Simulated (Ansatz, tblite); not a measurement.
Removing and adding an electron: Ga5O14H13, a hydroxylated oxide cluster. Total charge 0; singlet. Geometry: PBE-D4/def2-SVP. Ansatz, gas phase; energy differences of separate SCF runs; the oxidised species was run as a doublet alone; the reduced species was run as a doublet alone.

```xyz
32

Ga   -0.385   -0.781   -1.456
Ga   -1.219    0.484    1.487
Ga    0.040    0.082   -4.417
Ga    1.466    1.478   -0.077
Ga   -0.749   -1.891    3.015
O    -0.910   -0.042    3.513
O    -1.074   -3.226    4.172
O    -1.761    2.217    1.691
O    -0.536   -2.296   -0.422
O     1.367    0.037   -1.342
O     3.182    2.013    0.076
O     0.862   -2.057    2.068
O    -1.884   -1.348    1.569
O     0.754    0.490    1.402
O     0.087    2.647   -0.490
O    -1.425    0.500   -0.493
O     1.698    0.601   -3.861
O    -0.860   -0.867   -3.217
O    -0.425    0.544   -6.081
H    -0.076    0.363    3.821
H    -1.943   -3.125    4.603
H    -1.847    2.450    2.633
H     0.212   -2.382    0.218
H     1.729    0.272   -2.255
H     3.225    2.977    0.209
H     1.518   -2.661    2.459
H    -1.569   -1.821    0.711
H     1.105   -0.431    1.599
H    -0.400    2.927    0.323
H    -1.058    1.422   -0.716
H     2.202    1.186   -4.453
H    -1.326    0.235   -6.290
```

The xTB rows come from tblite. Correlated methods freeze 59 core orbitals; core or outer-core shells of Ga are correlated, in sets that lack core-valence functions. Single mean-field runs in def2-TZVP are fitted with def2-universal-jkfit.

Q: Estimate orbital energies and vertical ionisation energies and electron affinities at: GFN1-xTB; GFN2-xTB; PBE-D4/def2-TZVP; PBE0-D4/def2-TZVP; B2PLYP/def2-TZVP.

A: 
```json
{"level": "GFN1-xTB", "−HOMO (eV)": "11.77", "vertical IE (eV)": "13.92", "−LUMO (eV)": "6.15", "vertical EA (eV)": "4.29", "HOMO–LUMO gap (eV)": "5.62", "IE − EA (eV)": "9.63", "remarks": "–"}
{"level": "GFN2-xTB", "−HOMO (eV)": "12.48", "vertical IE (eV)": "14.60", "−LUMO (eV)": "9.09", "vertical EA (eV)": "7.00", "HOMO–LUMO gap (eV)": "3.39", "IE − EA (eV)": "7.60", "remarks": "–"}
{"level": "PBE-D4/def2-TZVP", "−HOMO (eV)": "6.76", "vertical IE (eV)": "–", "−LUMO (eV)": "2.50", "vertical EA (eV)": "0.83", "HOMO–LUMO gap (eV)": "4.27", "IE − EA (eV)": "–", "remarks": "HOMO above zero (-1 doublet)"}
{"level": "PBE0-D4/def2-TZVP", "−HOMO (eV)": "8.47", "vertical IE (eV)": "9.97", "−LUMO (eV)": "1.56", "vertical EA (eV)": "0.38", "HOMO–LUMO gap (eV)": "6.91", "IE − EA (eV)": "9.59", "remarks": "HOMO above zero (-1 doublet)"}
{"level": "B2PLYP/def2-TZVP", "−HOMO (eV)": "–", "vertical IE (eV)": "10.63", "−LUMO (eV)": "–", "vertical EA (eV)": "0.23", "HOMO–LUMO gap (eV)": "–", "IE − EA (eV)": "10.40", "remarks": "–"}
```

Run but left out: PBE-D4/def2-TZVP (charge +1 doublet: an occupied level 0.01 eV above an empty one).   A HOMO above zero means that the electron is unbound at that level or that self-interaction error raises the level; the energy of removing that electron tells which. Raw xTB energy differences between charge states are shifted by several eV; the methods need an empirical correction for them. Sets without diffuse functions give affinities that are too small.
